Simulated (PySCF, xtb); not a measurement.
CdFBr, SMILES [Cd]([Br])[F].

GFN2-xTB (xtb) at its own geometry gives an orbital gap of 3.13 eV and a dipole moment of 5.68 D.

Geometry: B3LYP-D3(BJ)/def2-TZVP. The def2 effective core potentials stand for the cores of Cd; spin–orbit coupling is left out.

Question: What does PBE/def2-TZVPD (PySCF) give? (Estimate from the structure and the level; the computed values follow.)

Answer: gap 4.03 eV (levels -7.43 and -3.40 eV), dipole 0.95 D.
